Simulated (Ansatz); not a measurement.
`C=C[SiH2][AlH2]` + `O[SiH2]/C=C/Cl` → `C=C[SiH2][SiH2]O` + `[AlH2]/[CH]=C/Cl`  (redistribution)

Gas-phase electronic energies from Ansatz, PBE0-D4/def2-TZVP geometries. CBS: MP2 limit from def2 TZ/QZ plus the TZ coupled-cluster correction, frozen cores. Double bonds are as drawn, so ΔE can hold a change between cis and trans. Functionals use def2-TZVPP. B3LYP here is the variant with VWN-RPA as its local correlation; programs differ in this. One conformer a species, not always the lowest.

`C=C[SiH2][AlH2]`:

Z-matrix (Å, degrees):
```
Si
C 1 1.867
Al 1 2.461 2 111.4
H 1 1.492 2 108.1 3 -123.9
H 1 1.497 2 109.3 3 119.7
C 2 1.331 1 123.9 3 115.5
H 2 1.090 1 118.1 3 -62.2
H 3 1.591 1 119.7 2 36.5
H 3 1.590 1 121.9 2 -143.9
H 6 1.087 2 121.8 1 2.2
H 6 1.087 2 122.1 1 -178.1
```

`O[SiH2]/C=C/Cl`:

Z-matrix (Å, degrees):
```
Si
C 1 1.856
O 1 1.648 2 110.8
H 1 1.483 2 110.5 3 117.7
H 1 1.490 2 108.7 3 -122.3
C 2 1.325 1 120.8 3 -6.5
H 2 1.088 1 120.4 3 173.6
H 3 0.958 1 117.6 2 -83.3
Cl 6 1.724 2 124.2 1 179.9
H 6 1.084 2 123.5 1 -0.4
```

`C=C[SiH2][SiH2]O`:

Cartesian coordinates in Å:
```
C -1.395 0.990 -1.929
C -0.350 0.302 -1.480
Si 0.667 0.817 -0.008
Si 0.455 -0.750 1.719
O 0.895 -2.210 1.072
H -1.706 1.924 -1.470
H -1.987 0.653 -2.776
H -0.090 -0.630 -1.981
H 0.186 2.143 0.475
H 2.106 0.935 -0.375
H -0.949 -0.794 2.226
H 1.317 -0.400 2.888
H 0.851 -2.979 1.641
```

`[AlH2]/[CH]=C/Cl`:

Z-matrix (Å, degrees):
```
Al
C 1 1.935
H 1 1.584 2 121.1
H 1 1.586 2 116.6 3 -180.0
C 2 1.330 1 117.8 3 180.0
H 2 1.088 1 124.9 3 -0.0
Cl 5 1.729 2 124.7 1 -180.0
H 5 1.085 2 124.1 1 0.0
```

| level | ΔE (kcal/mol) | difference from CCSD(T)/CBS |
| --- | --- | --- |
| PBE-D4 | -1.0 | -0.2 |
| PBE0-D4 | -0.6 | 0.2 |
| B3LYP-D4 | -1.5 | -0.7 |
| B2PLYP | -1.4 | -0.6 |
| PBE | -0.9 | -0.1 |
| r2SCAN | -1.1 | -0.3 |
| PBE0 | -0.5 | 0.3 |
| B3LYP | -1.4 | -0.6 |
| HF/def2-TZVPP | -0.6 | 0.2 |
| MP2/def2-TZVPP | -1.3 | -0.5 |
| SCS-MP2/def2-TZVPP | -1.1 | -0.3 |
| CCSD(T)/def2-TZVPP | -0.6 | 0.2 |
| HF/def2-QZVPP | -0.6 | 0.2 |
| SCS-MP2/def2-QZVPP | -1.2 | -0.4 |
| HF/CBS(def2) | -0.7 | 0.1 |
| CCSD/CBS(def2) | -0.7 | 0.1 |
| CCSD(T)/CBS | -0.8 | 0 |

Largest T1 diagnostic among the species: 0.012.
